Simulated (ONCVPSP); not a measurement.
## cerium: excitation energies, all-electron against ONCV

```
Element                 : cerium
Generator               : ONCVPSP 4.0.1
Type                    : optimised norm-conserving Vanderbilt (ONCV)
Functional              : LDA (Perdew-Zunger)
Relativity              : scalar-relativistic
Frozen core             : [Kr]
Valence charge          : 22
Reference configuration : 4d10 4f1 5s2 5p6 5d1 6s2
Partial waves           : 5s+6s: rc 2.80 bohr, ncon 4, nbas 7, qcut 4.7 1/bohr, 2 projectors; 5p: rc 1.75 bohr, ncon 5, nbas 10, qcut 4.8 1/bohr, 2 projectors, debl 2.7 Ha; 4d+5d: rc 1.50 bohr, ncon 3, nbas 8, qcut 10.3 1/bohr, 2 projectors; 4f: rc 1.50 bohr, ncon 3, nbas 6, qcut 13.8 1/bohr, 1 projector
Local potential         : polynomial inside 1.45 bohr (lpopt 5, dvloc0 -1 Ha)
Core correction         : none
```

Energies are relative to the spin-unpolarised reference configuration 4d10 4f1 5s2 5p6 5d1 6s2; without spin polarisation the order of configurations can differ from experiment.

Q: Give the all-electron excitation energy and the error of the potential for: 4d10 4f1 5s2 5p6 5d1 6s1; 4d10 4f1 5s2 5p6 5d1 6s0; 4d10 4f1 5s2 5p6 5d0 6s0; 4d10 4f1 5s2 5p6 5d1 6s1.5.

A:

| valence configuration | charge | ΔE all-electron (eV) | error AE − PS (meV) |
| --- | --- | --- | --- |
| 4d10 4f1 5s2 5p6 5d1 6s1 | +1 | 6.270 | -1.6 |
| 4d10 4f1 5s2 5p6 5d1 6s0 | +2 | 17.617 | -5.9 |
| 4d10 4f1 5s2 5p6 5d0 6s0 | +3 | 36.955 | -8.2 |
| 4d10 4f1 5s2 5p6 5d1 6s1.5 | +0.5 | 2.526 | -0.6 |

Note: ghosts flagged at negative energy: s at -15.7 eV; GHOST(+) flagged for p at 159.1 eV. A true bound ghost makes a file unfit for plane-wave use.
